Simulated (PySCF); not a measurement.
F₂H₅NSi₂. Atoms are numbered in the order given.

```xyz
10

Si     0.8605    -0.2875     0.0000
F      1.7652     0.1274    -1.2710
F      1.7652     0.1274     1.2710
N     -0.6183     0.5597     0.0000
Si    -2.2464    -0.0833     0.0000
H      0.6321    -1.7426     0.0000
H     -0.5443     1.5757     0.0000
H     -3.0044     0.3585     1.2089
H     -3.0044     0.3585    -1.2089
H     -2.1235    -1.5689     0.0000
```

Geometry: PBE0-D3(BJ)/def2-SVP. Other conformers were not sampled.

Level of theory: SMD-ωB97X/def2-SVP in PySCF.

Solvation free energies are E(SMD) − E(gas) at the gas-phase geometry, for 1 M in both phases. In vacuum the dipole moment is 2.03 D.

```tsv
solvent	ΔG(solv) (kcal/mol)	its non-electrostatic (CDS) part	dipole (D)
water	-0.4	4.3	2.32
chloroform	-3.3	0.1	2.25
1-octanol	-3.3	0.8	2.29
```
